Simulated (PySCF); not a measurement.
# Relaxation of triplet Be₂Se

Level of theory: PySCF, UPBE0, basis Se def2-TZVP, Be def2-TZVP (no relativity, density fitting). A (50,194) grid was used.

A hand-made bent start, of C2v symmetry, held to at least that symmetry:

```xyz
3
charge 0 multiplicity 3, angstrom
Se    0.0000    0.0000   -0.2301
Be    1.7858    0.0000    1.0203
Be   -1.7858    0.0000    1.0203
```

Optimiser trace:
```csv
step,E − E(last) (kJ/mol),largest gradient (Eh/bohr)
0,27.95,0.02440
1,11.34,0.01402
2,4.24,0.00965
3,2.54,0.00390
4,0.75,0.00516
5,0.28,0.00288
6,0.00,0.00019
7,0.00,0.00009
```

It ends at C2v with Se–Be 2.044 Å (×2); Be–Se–Be 86.3°. A frequency run shows a minimum. Other isomers or separated fragments may lie lower.

Final geometry:
Coordinates in bohr (charge 0 multiplicity 3):
```
Se    0.0000    0.0000   -0.5186
Be    2.6410    0.0000    2.2992
Be   -2.6410    0.0000    2.2992
```

At this level a singlet minimum of C2v symmetry lies 22 kJ/mol below this structure.
